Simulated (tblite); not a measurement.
Species: C6H14O2Si.
Numbering: `[CH3:1][CH:2]([CH3:3])[C@@H:4]([CH3:5])[SiH2:6][O:7][CH:8]=[O:9]` (hydrogens: H10, H11, H12 on C1; H13 on C2; H14, H15, H16 on C3; H17 on C4; H18, H19, H20 on C5; H21, H22 on Si6; H23 on C8)

Computed with GFN2-xTB (tblite), gas phase: L-BFGS steps from a force-field or distance-geometry start until the largest atomic force falls under 0.01 eV/Å.

Step 7: E = -813.6403 eV
```
atom  x, y, z in Å  |  force x, y, z in eV/Å
C1     -1.2786    1.2348    1.4948    0.020   0.016   0.033
C2     -0.5850    0.8034    0.2030    0.011   0.041  -0.002
C3     -1.5338    0.9900   -0.9769    0.010  -0.021  -0.021
C4     -0.0138   -0.6225    0.3319    0.052  -0.064   0.016
C5     -1.0770   -1.7158    0.3222   -0.058  -0.031   0.054
Si6     1.3390   -1.0528   -0.9274    0.174   0.031  -0.105
O7      2.5663    0.0938   -0.9234    0.092   0.235  -0.138
C8      3.3158    0.4236    0.0982    0.020   0.009   0.056
O9      3.2324   -0.0375    1.1972   -0.005  -0.021   0.038
H10    -2.1679    0.6366    1.6800    0.013   0.011   0.003
H11    -0.6050    1.1315    2.3440   -0.034   0.006  -0.007
H12    -1.5800    2.2779    1.4240   -0.020  -0.005   0.021
H13     0.2662    1.4752    0.0504    0.069   0.071   0.013
H14    -2.4358    0.3981   -0.8501   -0.007  -0.030   0.002
H15    -1.0578    0.7108   -1.9135    0.022  -0.041   0.004
H16    -1.8272    2.0354   -1.0445   -0.005   0.011  -0.013
H17     0.4750   -0.6579    1.3128   -0.015  -0.009   0.082
H18    -1.8266   -1.5229    1.0823   -0.117  -0.042   0.026
H19    -1.5619   -1.7922   -0.6461   -0.032   0.035  -0.019
H20    -0.6171   -2.6771    0.5331   -0.014  -0.034   0.038
H21     0.8971   -0.9896   -2.3155    0.111   0.111  -0.027
H22     2.0012   -2.3196   -0.6460   -0.036  -0.100   0.075
H23     4.0697    1.2040   -0.1578   -0.250  -0.179  -0.129
```

Step 8: E = -813.6489 eV
```
atom  x, y, z in Å  |  force x, y, z in eV/Å
C1     -1.2786    1.2343    1.4947    0.059   0.022   0.046
C2     -0.5839    0.8036    0.2032    0.006   0.035   0.010
C3     -1.5336    0.9883   -0.9766    0.073  -0.043   0.013
C4     -0.0152   -0.6219    0.3362    0.064  -0.098  -0.031
C5     -1.0800   -1.7154    0.3233   -0.021  -0.004   0.069
Si6     1.3374   -1.0539   -0.9272    0.189   0.019  -0.070
O7      2.5617    0.0979   -0.9286   -0.010   0.113  -0.107
C8      3.3074    0.4180    0.0945    0.133   0.089   0.172
O9      3.2306   -0.0397    1.1968   -0.053  -0.023  -0.106
H10    -2.1670    0.6346    1.6786    0.008   0.016   0.004
H11    -0.6047    1.1305    2.3448   -0.058   0.017  -0.030
H12    -1.5801    2.2770    1.4229   -0.026   0.002   0.031
H13     0.2711    1.4713    0.0498    0.033   0.084   0.018
H14    -2.4341    0.3952   -0.8479   -0.017  -0.025  -0.006
H15    -1.0533    0.7068   -1.9099    0.003  -0.034  -0.018
H16    -1.8248    2.0332   -1.0431   -0.026   0.038  -0.033
H17     0.4687   -0.6531    1.3202    0.000  -0.036   0.046
H18    -1.8302   -1.5198    1.0846   -0.081  -0.082  -0.028
H19    -1.5604   -1.7886   -0.6486   -0.030   0.023   0.032
H20    -0.6137   -2.6750    0.5332   -0.071  -0.015   0.038
H21     0.9168   -0.9723   -2.3211    0.075   0.074  -0.010
H22     2.0033   -2.3214   -0.6396   -0.073  -0.041   0.050
H23     4.0580    1.1973   -0.1677   -0.177  -0.130  -0.089
```

Step 9: E = -813.6545 eV
```
atom  x, y, z in Å  |  force x, y, z in eV/Å
C1     -1.2781    1.2345    1.4950    0.055   0.018   0.026
C2     -0.5825    0.8043    0.2035    0.023   0.005   0.017
C3     -1.5329    0.9870   -0.9765    0.083  -0.036   0.029
C4     -0.0146   -0.6231    0.3384    0.058  -0.074  -0.043
C5     -1.0824   -1.7156    0.3250    0.014   0.019   0.049
Si6     1.3410   -1.0535   -0.9288    0.132   0.011  -0.016
O7      2.5603    0.1042   -0.9337   -0.062   0.011  -0.026
C8      3.3033    0.4154    0.0940    0.109   0.095   0.127
O9      3.2287   -0.0418    1.1963   -0.081  -0.041  -0.146
H10    -2.1662    0.6339    1.6779    0.010   0.017   0.002
H11    -0.6053    1.1302    2.3453   -0.047   0.021  -0.019
H12    -1.5808    2.2766    1.4231   -0.024   0.008   0.033
H13     0.2747    1.4709    0.0499   -0.003   0.068   0.021
H14    -2.4332    0.3930   -0.8467   -0.001  -0.012  -0.009
H15    -1.0505    0.7037   -1.9081   -0.008  -0.028  -0.024
H16    -1.8237    2.0323   -1.0430   -0.027   0.023  -0.043
H17     0.4651   -0.6511    1.3256    0.008  -0.053   0.002
H18    -1.8346   -1.5197    1.0858   -0.044  -0.091  -0.057
H19    -1.5603   -1.7859   -0.6494   -0.022   0.011   0.067
H20    -0.6131   -2.6745    0.5343   -0.104  -0.005   0.034
H21     0.9299   -0.9605   -2.3247    0.057   0.049  -0.005
H22     2.0030   -2.3241   -0.6345   -0.082   0.006   0.029
H23     4.0475    1.1910   -0.1759   -0.043  -0.022  -0.049
```

**Question.** Estimate the geometry and energy of step 10. (The exact step hangs on the optimiser's Hessian estimate; all steps are aligned on step 9, rigid shifts and turns removed.)

**Answer.** E = -813.6576 eV, largest force 0.139 eV/Å
```
atom  x, y, z in Å  |  force x, y, z in eV/Å
C1     -1.2773    1.2349    1.4954    0.026   0.009  -0.002
C2     -0.5809    0.8046    0.2039    0.038  -0.015   0.014
C3     -1.5315    0.9860   -0.9761    0.055  -0.017   0.021
C4     -0.0129   -0.6249    0.3387    0.039  -0.026  -0.027
C5     -1.0834   -1.7157    0.3265    0.027   0.022   0.017
Si6     1.3459   -1.0526   -0.9303    0.048   0.007   0.019
O7      2.5598    0.1087   -0.9363   -0.057  -0.023   0.029
C8      3.3026    0.4157    0.0948    0.026   0.058   0.020
O9      3.2265   -0.0439    1.1949   -0.076  -0.054  -0.103
H10    -2.1655    0.6341    1.6777    0.013   0.015  -0.001
H11    -0.6063    1.1304    2.3455   -0.020   0.019   0.009
H12    -1.5816    2.2767    1.4239   -0.017   0.010   0.027
H13     0.2764    1.4724    0.0504   -0.021   0.045   0.023
H14    -2.4327    0.3918   -0.8464    0.024   0.001  -0.007
H15    -1.0495    0.7017   -1.9079   -0.010  -0.023  -0.017
H16    -1.8237    2.0321   -1.0438   -0.013  -0.010  -0.040
H17     0.4638   -0.6515    1.3281    0.015  -0.059  -0.025
H18    -1.8381   -1.5216    1.0856   -0.023  -0.073  -0.052
H19    -1.5609   -1.7844   -0.6485   -0.015   0.004   0.069
H20    -0.6149   -2.6748    0.5356   -0.102  -0.011   0.032
H21     0.9366   -0.9545   -2.3265    0.053   0.038  -0.002
H22     2.0012   -2.3259   -0.6315   -0.070   0.018   0.020
H23     4.0418    1.1876   -0.1809    0.061   0.067  -0.021
```

The energy changes by -0.0031 eV. The first-order estimate −F·Δx gives -0.0043 eV and the mean of the old and new forces, exact on a quadratic surface, -0.0030 eV. The step makes an angle of 54° with the force vector and moves no atom by more than 0.009 Å.

What follows is the cost of the whole relaxation. Time: 2.5 s. Hardware: one thread, Arm Neoverse N1 (aarch64), on a shared host.
